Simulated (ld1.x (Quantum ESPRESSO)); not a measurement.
**Before and after: TM potential for In (Z = 49)**

- Element: indium
- Generator: ld1.x (Quantum ESPRESSO) 7.5
- Type: norm-conserving Troullier–Martins (Kleinman–Bylander form)
- Functional: PW91
- Relativity: scalar-relativistic
- Frozen core: [Kr] 4d10
- Valence charge: 3
- Reference configuration: 5s2 5p1
- Partial waves: 5s (bound): rc 1.90 bohr; 5p (bound): rc 3.10 bohr; 5d channel at 0.45 Ry: rc 3.30 bohr
- Local potential: all-electron potential smoothed inside 2.90 bohr (lloc = -1)
- Core correction: Bessel-smoothed model core, default radius (core density twice the valence density)

Change: wave 5p (bound): rc 3.10 bohr becomes 5p (bound): rc 3.80 bohr.

Cutoffs: the cutoffs (Ry, on a coarse ladder) from which the occupation-weighted sum of valence levels, in a spherical-Bessel basis at the reference potential, stays within 10 and 1 mRy of its value at 400 Ry; they do not see the model core or the augmentation charge, which bear on the density cutoff. Errors are all-electron minus pseudo energies relative to the spin-unpolarised reference configuration.

Q: What does the change do?

A: The potential gets neither clearly harder nor softer (18 Ry and 40 Ry → 18 Ry and 40 Ry); of the 7 tests that both files solve, the error grows in 2 and shrinks in 3 by more than 15 % and 0.3 meV (median size 17.8 → 22.2 meV); neither file shows a bound ghost.

| quantity | base | changed |
| --- | --- | --- |
| cutoff, loose | 18 Ry | 18 Ry |
| cutoff, tight | 40 Ry | 40 Ry |
| bound ghosts | none | none |
| error for 5s2 5p0, meV [ΔE 5.42 eV] | -18 | -22 |
| error for 5s1 5p0, meV [ΔE 24.74 eV] | -229 | -251 |
| error for 5s2 5p0.5, meV [ΔE 1.96 eV] | -2.9 | -3.4 |
| error for 5s1 5p1, meV [ΔE 12.04 eV] | -58 | -49 |
| error for 5s2 5p1.3, meV [ΔE -0.54 eV] | -0.1 | -0.1 |
| error for 5s1 5p2, meV [ΔE 5.87 eV] | -18 | -8.2 |
| error for 5s0 5p3, meV [ΔE 12.01 eV] | -66 | -23 |
